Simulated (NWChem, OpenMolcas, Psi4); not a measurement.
How basis sets differ on InH2OF (SMILES [OH][InH][F])

InH2OF: 5 atoms, total charge 0, spin state singlet. As SMILES, `[OH][InH][F]`. The coordinates come from a PBE0-D4/def2-TZVP relaxation. This is a higher conformer, about 10 kJ/mol above the lowest found by a separate search.

```xyz
5

O    -1.2795   -0.3459   -0.5774
In    0.4801    0.0425    0.2100
F     1.1859   -1.6547    0.8415
H    -1.7252    0.4298   -0.9257
H     1.3885    1.4547    0.4102
```

Each level gives the HOMO–LUMO gap (eV). The values are calculated.

```json
{"level": "HF/ANO-R0 (sfX2C)", "kind": "Hartree–Fock", "program": "OpenMolcas", "value (eV)": "12.16", "CPU time": "8.3 s"}
{"level": "HF/ANO-RCC-MB (DKH2)", "kind": "Hartree–Fock", "program": "OpenMolcas", "value (eV)": "13.31", "CPU time": "5.7 s"}
{"level": "HF/STO-3G", "kind": "Hartree–Fock", "program": "NWChem", "value (eV)": "14.53", "CPU time": "6.8 s"}
{"level": "HF/3-21G", "kind": "Hartree–Fock", "program": "Psi4", "value (eV)": "13.34", "CPU time": "5.7 s"}
{"level": "HF/def2-SVP (core potential)", "kind": "Hartree–Fock", "program": "Psi4", "value (eV)": "13.73", "CPU time": "10 s"}
```

All-electron rows without a relativistic Hamiltonian named are non-relativistic, while core potentials hold scalar relativity, so basis and relativity change together. The values span 12.16 to 14.53 eV. A Hartree–Fock LUMO above zero doesn't converge with the basis: it sinks as sets grow more diffuse. Orbital gaps aren't excitation energies. Times are those of the runs behind each value, whatever else they computed, on shared processors of several kinds: orders of magnitude only.
